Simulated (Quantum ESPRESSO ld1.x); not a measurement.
Values are calculated unless marked as measured or tabulated.
Valence configurations of neutral thulium (all share [Xe]). Level of theory: Dirac Kohn-Sham, BLYP, spin-unpolarised, spherical densities, point nucleus; open shells are shared between the two j in proportion to 2j + 1 (ld1.x of Quantum ESPRESSO 7.5). Energies are relative to 4f13 6s2; eigenvalues in eV.

| valence | E (eV) | e(4f5/2) | e(4f7/2) | e(5d3/2) | e(5d5/2) | e(6p1/2) |
|---|---|---|---|---|---|---|
| 4f13 6s2 | 0.000 | -3.548 | -2.353 | - | - | - |
| 4f13 6s1.5 6p0.5 | 1.415 | -4.349 | -3.152 | - | - | -1.525 |
| 4f13 5d0.5 6s1.5 | 1.548 | -3.337 | -2.142 | -0.757 | -0.590 | - |
| 4f12.5 5d0.5 6s2 | 1.713 | -6.707 | -5.476 | -1.445 | -1.198 | - |
| 4f13 6s1 6p1 | 2.905 | -5.091 | -3.894 | - | - | -1.834 |
| 4f13 5d1 6s1 | 3.110 | -3.229 | -2.033 | -0.778 | -0.620 | - |
| 4f12 5d1 6s2 | 4.737 | -9.993 | -8.725 | -2.030 | -1.725 | - |
| 4f12.5 5d0.5 6s1 6p1 | 4.817 | -8.144 | -6.912 | -2.545 | -2.261 | -1.958 |
| 4f12 6s2 6p1 | 5.966 | -13.163 | -11.893 | - | - | -2.281 |
| 4f13 5d2 | 6.266 | -3.137 | -1.942 | -0.884 | -0.737 | - |

NIST lists [Xe] 4f13 6s2 as the ground configuration; this level of theory agrees among the configurations tried. The energies are those of spherical spin-averaged densities, not of single terms.
